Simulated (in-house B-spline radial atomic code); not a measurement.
Neutral silver is squeezed into an impenetrable sphere of radius R (the orbitals vanish at R). Level of theory: scalar-relativistic (X2C) Hartree-Fock, spin-polarised, averaged over the determinants with the given up and down occupations, Fermi nucleus of rms radius 4.5454 fm; calculated with a radial B-spline atomic code at the basis-set limit.

Energies in eV above the free atom in [Kr] 4d10 5s1:

```tsv
R (bohr)	highest level (eV)	[Kr] 4d10 5s1	[Ar] 3d10 4s2 4p5 4d10 4f1 5s1	[Kr] 4d10 4f1
9.28	-6.46	0.02853	73.02	9.457
6.12	-5.88	0.6841	80.03	16.69
4.79	-4.02	2.911	88.56	24.84
4.36	-2.49	4.93	93.51	29.27
3.53	4.31	15.56	111.5	44.28
3.02	14.9	35.43	137.5	64.63
2.77	24.3	55.39	161.3	82.79
2.38	50.6	119.7	233.5	137.9
1.74	182	551.4	687.2	501.1
1.41	385	1429	1579	1256
```

(1) Does [Ar] 3d10 4s2 4p5 4d10 4f1 5s1 fall below [Kr] 4d10 5s1 under compression?

(2) Does [Kr] 4d10 4f1 fall below [Kr] 4d10 5s1 under compression?

The highest level is first positive in the row R = 3.53 bohr, pushed up by confinement above the zero of the free ion's potential. Each configuration is held fixed and needn't be the lowest in the sphere.

Results:

(1) No, it stays above over the whole range.

(2) Yes, between R = 2.38 and 1.74 bohr the order changes (near 2.21 bohr by linear interpolation).
